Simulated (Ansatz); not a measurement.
Start from `O[SiH2][CH2][GaH2]` and change one atom or group to get `O[SiH2]CC[SiH3]`.

Ansatz, PBE0-D4/def2-TZVP geometries, multiplicity 1. Each molecule was computed in one conformer, which needn't be the lowest. `O[SiH2][CH2][GaH2]` holds a close contact that its SMILES doesn't draw: Ga···O 2.24 Å.

Scalar relativity is left out up to krypton.

| property | `O[SiH2][CH2][GaH2]` |
| --- | --- |
| size of the dipole moment (PBE/def2-TZVPP) / D | 2.01 |
| size of the dipole moment (ωB97M-V/def2-TZVPP) / D | 2.11 |
| HOMO energy (PBE/def2-TZVPP) / eV | -6.32 |
| LUMO energy (PBE0/def2-TZVPP) / eV | -0.67 |
| LUMO energy (PBE/def2-TZVPP) / eV | -1.50 |
| HOMO–LUMO gap (B3LYP/def2-TZVPP) / eV | 6.31 |

Question: What does the change do to each property? (An estimate is asked.)

Answer: The calculation gave: 
| property | `O[SiH2]CC[SiH3]` | shift |
| --- | --- | --- |
| size of the dipole moment (PBE/def2-TZVPP) / D | 1.80 | -0.21 |
| size of the dipole moment (ωB97M-V/def2-TZVPP) / D | 1.84 | -0.27 |
| HOMO energy (PBE/def2-TZVPP) / eV | -6.71 | -0.39 |
| LUMO energy (PBE0/def2-TZVPP) / eV | 0.23 | 0.90 |
| LUMO energy (PBE/def2-TZVPP) / eV | -0.62 | 0.88 |
| HOMO–LUMO gap (B3LYP/def2-TZVPP) / eV | 7.88 | 1.57 |

With PBE0 the HOMO falls by 0.61 eV and the LUMO rises by 0.90 eV, so the gap widens by about 1.51 eV. PBE moves the HOMO by -0.39 eV and ωB97M-V by -0.71 eV. The zero-point energy changes by 105.1 kJ/mol with +12 modes. Dipoles are sizes alone; their direction can turn.

B3LYP here is the variant with VWN-RPA as its local correlation; programs differ in this.
